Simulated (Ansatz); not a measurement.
Job for Ansatz (a first-principles code): U-PBE0/def2-SVP on Bi, 2S+1 = 4, a spin state set in the input, which need not be the lowest. Elements past Kr take the def2 small-core potentials; no spin–orbit coupling.

Ansatz 0.2 input:
```yaml
crystal:
  periodic: [false, false, false]
  atoms:
    - {symbol: Bi, position_ang: [0.00000000, 0.00000000, 0.00000000]}
basis:
  gaussian:
    orbitals: def2-SVP
hamiltonian:
  xc: {name: PBE0}
magnetization: {spin_polarized: true, initial_magnetization: 3}
scf: {lower_state_search: full}
```

It printed:

```
Functional definition: PBE0
[...]
integrals: 0.00 GiB planned
142 factors; integrals over basis functions are off by at most 1.4e-4 eV
mean field: 0.07 GiB planned
mean field evaluation 1: about -5839.8908 eV, gradient 2.4e0 eV
mean field evaluation 2: about -5839.8910 eV, gradient 2.4e0 eV
mean field evaluation 4: about -5839.9301 eV, gradient 7.0e-2 eV
mean field evaluation 8: about -5839.9302 eV, gradient 2.9e-4 eV
mean field evaluation 16: about -5839.9292 eV, gradient 4.6e-1 eV
mean field evaluation 32: about -5839.9302 eV, gradient 8.6e-4 eV
mean field -5839.93023144 eV, -214.6134775585 hartree, gradient 4.9e-6 eV, S^2 3.752172; 2 other end points of the search recorded, 0 dependent functions left out
reference -5839.93024827 eV, -214.6134781772 hartree; 13, 10 occupied and 13, 16 virtual orbitals, 142 factors
Total energy: -5839.93024827 eV, -214.6134781772 hartree
```

Self-consistency was reached.

Cost: about 0.8 core-seconds (a rough figure).
